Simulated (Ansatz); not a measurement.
Reaction (redistribution): `O[SiH2]O[SiH](O)O` + `OC[SiH](F)F` → `O[SiH](O)[SiH](F)F` + `OCO[SiH2]O`

Isolated molecules relaxed with PBE0-D4/def2-TZVP in Ansatz; ΔE leaves out vibrations. CBS: MP2 limit from def2 TZ/QZ plus the TZ coupled-cluster correction, frozen cores. DFT in def2-TZVPP. Each species was taken in one conformer, which may not be the lowest.

`O[SiH2]O[SiH](O)O`:

Z-matrix (Å, degrees):
```
Si
O 1 1.620
O 1 1.657 2 106.2
H 1 1.485 2 111.1 3 -118.7
H 1 1.481 2 109.1 3 119.0
Si 2 1.643 1 139.9 3 6.5
H 3 0.958 1 118.5 2 -148.3
O 6 1.633 2 108.2 1 -17.6
O 6 1.626 2 111.4 1 -138.7
H 6 1.471 2 108.4 1 105.6
H 8 0.964 6 115.0 2 17.7
H 9 0.958 6 117.7 2 79.2
```

`OC[SiH](F)F`:

Z-matrix (Å, degrees):
```
C
Si 1 1.867
O 1 1.419 2 112.4
H 1 1.094 2 109.6 3 -118.6
H 1 1.101 2 109.8 3 125.3
F 2 1.594 1 106.5 3 -48.2
F 2 1.586 1 111.2 3 67.8
H 2 1.478 1 115.2 3 -168.7
H 3 0.961 1 108.8 2 54.8
```

`O[SiH](O)[SiH](F)F`:

Cartesian coordinates in Å:
```
O 0.652 -0.767 -1.664
Si 0.651 0.181 -0.319
O 0.403 1.742 -0.744
Si -1.192 -0.327 1.048
F -1.131 -1.883 1.404
F -1.088 0.460 2.431
H 1.259 -1.508 -1.692
H 1.953 -0.011 0.386
H 1.028 2.168 -1.333
H -2.535 -0.056 0.484
```

`OCO[SiH2]O`:

Z-matrix (Å, degrees):
```
C
O 1 1.396
O 1 1.400 2 112.3
H 1 1.095 2 111.0 3 117.7
H 1 1.095 2 107.0 3 -122.6
Si 2 1.652 1 121.0 3 -61.7
H 3 0.962 1 108.1 2 -67.2
O 6 1.638 2 113.5 1 73.7
H 6 1.474 2 106.5 1 -169.6
H 6 1.489 2 106.9 1 -48.3
H 8 0.960 6 115.4 2 -61.2
```

```tsv
level	ΔE (kJ/mol)
PBE0-D4	185.1
PBE	172.2
HF/def2-TZVPP	206.3
CCSD/def2-TZVPP	202.3
CCSD(T)/def2-TZVPP	200.0
MP2/def2-QZVPP	212.1
HF/CBS(def2)	209.0
CCSD/CBS(def2)	205.8
```

What does CCSD(T)/CBS give? (Best estimate.)

Ansatz gave: +203.5 kJ/mol. The listed levels differ from it by -18.4, -31.3, 2.8, -1.2, -3.5, 8.6, 5.5, 2.3 kJ/mol.

Largest T1 diagnostic among the species: 0.012.

From PBE to PBE0 (25 % exact exchange), in def2-TZVPP and without D4, ΔE moves by +11.8 kJ/mol.
